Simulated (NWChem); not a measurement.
System: GeClF, singlet; SMILES [F][Ge][Cl]

The following NWChem deck was run.

```
start job
memory heap 200 mb stack 900 mb global 1100 mb
geometry units angstroms noautosym nocenter noautoz
  Ge     0.427253     0.501823     0.000000
  F     -1.154266     1.301043     0.000000
  Cl    -0.231698    -1.611332     0.000000
end
basis spherical
  * library cc-pvtz
end
dft
  xc xpbe96 cpbe96
  iterations 150
end
property
  efieldgrad
end
task dft property
```

Parts of the log:

```
             Northwest Computational Chemistry Package (NWChem) 7.3.0
             --------------------------------------------------------

                             Geometry "geometry" -> ""
                             -------------------------

 Output coordinates in angstroms (scale by  1.889725989 to convert to a.u.)

  No.       Tag          Charge          X              Y              Z
 ---- ---------------- ---------- -------------- -------------- --------------
    1 Ge                  32.0000     0.42725300     0.50182300     0.00000000
    2 F                    9.0000    -1.15426600     1.30104300     0.00000000
    3 Cl                  17.0000    -0.23169800    -1.61133200     0.00000000

 Effective nuclear repulsion energy (a.u.)     242.5610255625

  pbe96 is a nonlocal functional; adding pw91lda local functional.
                              NWChem Property Module
                              ----------------------

  itol2e modified to match energy
  convergence criterion.

                                 NWChem DFT Module
                                 -----------------

 Summary of "ao basis" -> "ao basis" (spherical)
 ------------------------------------------------------------------------------
       Tag                 Description            Shells   Functions and Types
 ---------------- ------------------------------  ------  ---------------------
 Ge                         cc-pvtz                 15       43   6s5p3d1f
 F                          cc-pvtz                 10       30   4s3p2d1f
 Cl                         cc-pvtz                 12       34   5s4p2d1f

  itol2e modified to match energy
  convergence criterion.

            General Information
            -------------------
          SCF calculation type: DFT
          Wavefunction type:  closed shell.
          No. of atoms     :     3
          No. of electrons :    58
           Alpha electrons :    29
            Beta electrons :    29
          Charge           :     0
          Spin multiplicity:     1
          Use of symmetry is: off; symmetry adaption is: off
          Maximum number of iterations: 150
          AO basis - number of functions:   107
                     number of shells:    37
          Convergence on energy requested:  1.00D-07
          Convergence on density requested:  1.00D-05
          Convergence on gradient requested:  5.00D-04

              XC Information
              --------------
          PerdewBurkeErnzerhof Exchange Functional  1.000
            Perdew 1991 LDA Correlation Functional  1.000 local
           PerdewBurkeErnz. Correlation Functional  1.000 non-local

             Grid Information
             ----------------
          Grid used for XC integration:  fine
          Radial quadrature: Mura-Knowles
          Angular quadrature: Lebedev.
          Tag              B.-S. Rad. Rad. Pts. Rad. Cut. Ang. Pts.
          ---              ---------- --------- --------- ---------
          Ge                  1.25      140           8.0       974
          F                   0.50       70           9.0       590
          Cl                  1.00      123          10.0       770
          Grid pruning is: on
          Number of quadrature shells:   333
          Spatial weights used:  Erf1

      Superposition of Atomic Density Guess
      -------------------------------------

 Sum of atomic energies:       -2634.24462432

      Non-variational initial energy
      ------------------------------

 Total energy =   -2634.319122
 1-e energy   =   -4153.712524
 2-e energy   =    1276.832377
 HOMO         =      -0.318068
 LUMO         =      -0.045107

   convergence    iter        energy       DeltaE   RMS-Dens  Diis-err
 ---------------- ----- ----------------- --------- --------- ---------
 d= 0,ls=0.0,diis     1  -2636.5184805152 -2.88D+03  1.53D-02  1.26D+00
 d= 0,ls=0.0,diis     2  -2635.2659128746  1.25D+00  1.13D-02  1.40D+01
 d= 0,ls=0.0,diis     3  -2636.5953116558 -1.33D+00  5.21D-03  3.01D-01
 d= 0,ls=0.0,diis     4  -2636.6006322677 -5.32D-03  2.63D-03  2.47D-01
 d= 0,ls=0.0,diis     5  -2636.6373721801 -3.67D-02  3.30D-04  6.00D-03
  Resetting Diis
 d= 0,ls=0.0,diis     6  -2636.6376685258 -2.96D-04  8.32D-05  1.79D-04
 d= 0,ls=0.0,diis     7  -2636.6376821120 -1.36D-05  4.60D-05  1.21D-05
 d= 0,ls=0.0,diis     8  -2636.6376803637  1.75D-06  3.04D-05  2.59D-05
 d= 0,ls=0.0,diis     9  -2636.6376832490 -2.89D-06  7.59D-06  1.68D-06
 d= 0,ls=0.0,diis    10  -2636.6376834684 -2.19D-07  1.71D-06  1.76D-07
 d= 0,ls=0.0,diis    11  -2636.6376834838 -1.54D-08  5.64D-07  2.54D-08

         Total DFT energy =    -2636.637683483776
      One electron energy =    -4152.549335941305
           Coulomb energy =     1390.459888595730
    Exchange-Corr. energy =     -117.109261700652
 Nuclear repulsion energy =      242.561025562451

 Numeric. integr. density =       58.000000082293

                       DFT Final Molecular Orbital Analysis
                       ------------------------------------

 Vector   27  Occ=2.000000D+00  E=-2.992147D-01
              MO Center= -2.2D-01, -1.4D+00,  4.2D-11, r^2= 1.7D+00
   Bfn.  Coefficient  Atom+Function         Bfn.  Coefficient  Atom+Function
  ----- ------------  ---------------      ----- ------------  ---------------
    84      0.517479  3 Cl pz                90      0.331018  3 Cl pz
    87      0.251330  3 Cl pz                15      0.105875  1 Ge pz
    53     -0.098832  2 F  pz                50     -0.086571  2 F  pz
    56     -0.082674  2 F  pz                21      0.044489  1 Ge pz
    23      0.040461  1 Ge d -1              33     -0.038130  1 Ge d -1

 Vector   28  Occ=2.000000D+00  E=-2.902631D-01
              MO Center= -2.1D-01, -1.2D+00,  2.7D-11, r^2= 2.2D+00
   Bfn.  Coefficient  Atom+Function         Bfn.  Coefficient  Atom+Function
  ----- ------------  ---------------      ----- ------------  ---------------
    82      0.407180  3 Cl px                83     -0.302449  3 Cl py
    88      0.255995  3 Cl px                85      0.196167  3 Cl px
    89     -0.190268  3 Cl py                86     -0.147815  3 Cl py
    52     -0.142329  2 F  py                49     -0.124456  2 F  py
    55     -0.118414  2 F  py                13      0.102672  1 Ge px

 Vector   29  Occ=2.000000D+00  E=-2.683704D-01
              MO Center=  1.7D-01, -1.1D-01,  2.4D-10, r^2= 3.5D+00
   Bfn.  Coefficient  Atom+Function         Bfn.  Coefficient  Atom+Function
  ----- ------------  ---------------      ----- ------------  ---------------
     6      0.299242  1 Ge s                 82     -0.297974  3 Cl px
     4      0.288160  1 Ge s                 83     -0.219976  3 Cl py
    13      0.210744  1 Ge px                 5      0.205135  1 Ge s
    88     -0.205592  3 Cl px                51     -0.184781  2 F  px
    48     -0.160829  2 F  px                89     -0.150048  3 Cl py

 Vector   30  Occ=0.000000D+00  E=-1.348369D-01
              MO Center=  3.9D-01,  3.8D-01, -1.4D-10, r^2= 2.9D+00
   Bfn.  Coefficient  Atom+Function         Bfn.  Coefficient  Atom+Function
  ----- ------------  ---------------      ----- ------------  ---------------
    15      0.566113  1 Ge pz                21      0.423646  1 Ge pz
    90     -0.185520  3 Cl pz                18      0.176360  1 Ge pz
    84     -0.173356  3 Cl pz                56     -0.138458  2 F  pz
    53     -0.133185  2 F  pz                50     -0.119463  2 F  pz
    87     -0.095792  3 Cl pz                35     -0.047458  1 Ge d  1

 Vector   31  Occ=0.000000D+00  E=-4.027192D-02
              MO Center=  5.4D-01,  4.9D-01,  3.9D-11, r^2= 4.0D+00
   Bfn.  Coefficient  Atom+Function         Bfn.  Coefficient  Atom+Function
  ----- ------------  ---------------      ----- ------------  ---------------
    20      0.695172  1 Ge py                14      0.441537  1 Ge py
    78      0.332054  3 Cl s                 89      0.237256  3 Cl py
    88      0.200088  3 Cl px                19     -0.198556  1 Ge px
    17      0.149282  1 Ge py                47     -0.143292  2 F  s
    82      0.143068  3 Cl px                83      0.133169  3 Cl py

 Vector   32  Occ=0.000000D+00  E=-2.814992D-02
              MO Center=  3.6D-01,  2.1D-01,  6.5D-10, r^2= 4.0D+00
   Bfn.  Coefficient  Atom+Function         Bfn.  Coefficient  Atom+Function
  ----- ------------  ---------------      ----- ------------  ---------------
    19      0.682492  1 Ge px                89      0.345454  3 Cl py
    13      0.331151  1 Ge px                 4     -0.289863  1 Ge s
    78      0.289892  3 Cl s                 14      0.213371  1 Ge py
     5     -0.196552  1 Ge s                 83      0.190220  3 Cl py
    47      0.187452  2 F  s                 20      0.180926  1 Ge py

     Multipole analysis of the density
     ---------------------------------

     L   x y z        total         alpha         beta         nuclear
     -   - - -        -----         -----         ----         -------
     0   0 0 0     -0.000000    -29.000000    -29.000000     58.000000

     1   1 0 0      0.780506      1.009293      1.009293     -1.238080
     1   0 1 0      0.354719     -0.177039     -0.177039      0.708797
     1   0 0 1     -0.000000     -0.000000     -0.000000      0.000000

     2   2 0 0    -26.599814    -46.769781    -46.769781     66.939748
     2   1 1 0      1.401455      1.250590      1.250590     -1.099724
     2   1 0 1     -0.000000     -0.000000     -0.000000      0.000000
     2   0 2 0    -27.405643   -134.103937   -134.103937    240.802231
     2   0 1 1     -0.000000     -0.000000     -0.000000      0.000000
     2   0 0 2    -23.738258    -11.869129    -11.869129      0.000000

          -----------------------
          Electric field gradient
          -----------------------

 1 a.u. = 0.324123 10**(16) esu/cm**3  ( or statvolts/cm**2 ) = 0.97174 10**(22) v/m**2

 ------------------------------------------------------------
   Atom      X         Y         Z
 ------------------------------------------------------------
    1 Ge   0.80739   0.94831   0.00000
 ------------------------------------------------------------

 Electric field gradient in molecular frame (a.u.)
         XX             YY             ZZ             XY             XZ             YZ
 ------------------------------------------------------------------------------------------
        1.808651       0.625345      -2.433996       0.392577       0.000000       0.000000

 Principal components (a.u.) and orientation
 of principal axis w.r.t. absolute frame                      Asymmetry parameter eta
 --------------------------------------------------------------------------------------
       -2.433996       1.927047       0.506949                       0.583443

       -0.000000       0.957407      -0.288742
       -0.000000       0.288742       0.957407
        1.000000       0.000000       0.000000

 ------------------------------------------------------------
   Atom      X         Y         Z
 ------------------------------------------------------------
    2 F   -2.18125   2.45861   0.00000
 ------------------------------------------------------------

 Electric field gradient in molecular frame (a.u.)
         XX             YY             ZZ             XY             XZ             YZ
 ------------------------------------------------------------------------------------------
       -0.524421       0.414263       0.110158       0.798371       0.000000      -0.000000

 Principal components (a.u.) and orientation
 of principal axis w.r.t. absolute frame                      Asymmetry parameter eta
 --------------------------------------------------------------------------------------
       -0.981188       0.871030       0.110158                       0.775460

        0.867983       0.496594       0.000000
       -0.496594       0.867983       0.000000
       -0.000000      -0.000000       1.000000

 ------------------------------------------------------------
   Atom      X         Y         Z
 ------------------------------------------------------------
    3 Cl  -0.43785  -3.04498   0.00000
 ------------------------------------------------------------

 Electric field gradient in molecular frame (a.u.)
         XX             YY             ZZ             XY             XZ             YZ
 ------------------------------------------------------------------------------------------
        0.955272      -1.123514       0.168242      -0.650682       0.000000       0.000000

 Principal components (a.u.) and orientation
 of principal axis w.r.t. absolute frame                      Asymmetry parameter eta
 --------------------------------------------------------------------------------------
       -1.310385       1.142144       0.168242                       0.743218

        0.276035       0.961148       0.000000
        0.961148      -0.276035       0.000000
       -0.000000      -0.000000       1.000000
```

Level: PBE/cc-pVTZ. Low-valent species are run as closed-shell singlets; no triplet was tried in these runs. All runs use the structure optimised with PBE-D3(BJ)/def2-SVP. NWChem prints the field gradient with the sign opposite to the second derivative of the potential.
